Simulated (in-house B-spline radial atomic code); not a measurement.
Configurations of Ti VII (Ti6+), with energies counted from [Ne] 3s2 (3p1/2)2 (3p3/2)2. Method: Dirac-Hartree-Fock, average of each configuration as written, Fermi nucleus of rms radius 3.5921 fm. Calculated with a B-spline radial code for spherical atoms. Energies include first-order Breit, QED and recoil terms.

Occupations are held fixed; configurations that lie above the ionisation limit could autoionise.

```json
{"configuration": "[Ne] 3s2 (3p1/2)1 (3p3/2)3", "E - E(ref) (eV)": "0.35385", "highest orbital": "3p3/2", "its <r> (bohr)": "0.9726"}
{"configuration": "[Ne] 3s2 (3p3/2)4", "E - E(ref) (eV)": "2.424", "highest orbital": "3p3/2", "its <r> (bohr)": "0.9735"}
{"configuration": "[Ne] 3s1 (3p1/2)2 (3p3/2)3", "E - E(ref) (eV)": "30.017", "highest orbital": "3p3/2", "its <r> (bohr)": "0.9739"}
{"configuration": "[Ne] 3s2 (3p1/2)1 (3p3/2)2 (4f7/2)1", "E - E(ref) (eV)": "99.217", "highest orbital": "4f7/2", "its <r> (bohr)": "2.438"}
{"configuration": "[Ne] 3s2 (3p1/2)2 (3p3/2)1 (6f7/2)1", "E - E(ref) (eV)": "123.07", "highest orbital": "6f7/2", "its <r> (bohr)": "6.651"}
{"configuration": "[He] 2s2 (2p1/2)1 (2p3/2)4 3s2 (3p3/2)4 (3d5/2)1", "E - E(ref) (eV)": "479.72", "highest orbital": "3d5/2", "its <r> (bohr)": "0.9379"}
```

(1) Order these further configurations by energy, lowest first.
A. [Ne] 3s1 (3p1/2)1 (3p3/2)3 (5f7/2)1
B. [Ne] 3s2 (3p1/2)2 (3p3/2)1 7s1
C. [Ne] 3s1 (3p3/2)4 (5d5/2)1
D. [He] 2s2 (2p1/2)1 (2p3/2)4 3s2 (3p1/2)2 (3p3/2)2 (6f5/2)1
E. [Ne] 3s2 (3p3/2)3 (5p1/2)1

(2) How far above the reference does [Ne] 3s2 (3p1/2)2 (3p3/2)1 (7g7/2)1 lie?

Results:

(1) E (107.58 eV), B (124.1 eV), C (142.16 eV), A (143.41 eV), D (571.35 eV).

(2) 128.39 eV; its least bound orbital is 7g7/2 with <r> = 9.043 bohr.
